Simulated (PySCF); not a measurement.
Two-component Hartree-Fock for Ir⁴⁴⁺ (iridium, charge +44)

Start: [Ar] 3d10 4s2 4p3; 4p1/2 filled at m_j = -1/2, +1/2; 4p3/2 filled at m_j = +3/2. Calculated with PySCF 2.14 in an even-tempered Gaussian basis (16 s from 5.8 bohr⁻², ratio 2.8; 13 p from 7.5 bohr⁻², ratio 2.8; 8 d from 13 bohr⁻², ratio 2.8; 4 f from 33 bohr⁻², ratio 3): generalised Hartree-Fock with the X2C-1e Hamiltonian and a Gaussian nucleus; one run each with spin-orbit coupling (SO) switched off, then screened by Boettger's factors.

| spinor shell | electrons | ε, spin-free (eV) | ε, screened SO (eV) | weight of nominal j (screened SO) | rms radius, screened SO (bohr) |
| --- | --- | --- | --- | --- | --- |
| 1s1/2 | 2 | -78724.2 | -78692.6 | 1.000 | 0.0197 |
| 2s1/2 | 2 | -15702.9 | -15690.8 | 1.000 | 0.0794 |
| 2p1/2 | 2 | -13937.1 | -15106.5 | 1.000 | 0.0674 |
| 3s1/2 | 2 | -5299.7 | -5293.9 | 1.000 | 0.201 |
| 3p1/2 | 2 | -4770.4 | -5039.4 | 1.000 | 0.192 |
| 3p3/2 | 4 | -4770.4 | -4656.8 | 1.000 | 0.207 |
| 3d3/2 | 4 | -4201.0 | -4246.3 | 1.000 | 0.180 |
| 3d5/2 | 6 | -4201.0 | -4163.6 | 1.000 | 0.184 |
| 4s1/2 | 2 | -2471.0 | -2468.9 | 1.000 | 0.422 |
| 4p1/2 | 2 | -2294.9 | -2369.4 | 0.999 | 0.412 |
| 4p3/2 | 1 | -2294.9 | -2252.8 | 1.000 | 0.432 |

Question: Where does 2p3/2 lie, and what is the 2p spin-orbit splitting (screened SO)?

Answer: At -13466.6 eV, 1639.9 eV above 2p1/2.

| quantity | spin-free | screened SO |
| --- | --- | --- |
| E (hartree) | -16505.70854 | -16534.02770 |
| M_J | 3/2 | 3/2 |
| ⟨J²⟩ | 3.750 | 3.751 |
| ⟨L²⟩ | 0.000 | 2.578 |
| ⟨S²⟩ | 3.750 | 1.554 |

Each row is a mean over spinors that exchange with the open shell spreads, by up to 14.642 eV (4s1/2).

Breit and QED terms are absent; they matter most for the inner s and p1/2 levels.

Densities and radii are taken from the X2C orbitals without a picture-change correction, which distorts them close to the nucleus.

Without spin-orbit coupling the j labels of p, d and f shells carry no meaning; the spin-free column gives the mean over the occupied spinors of each nl shell.
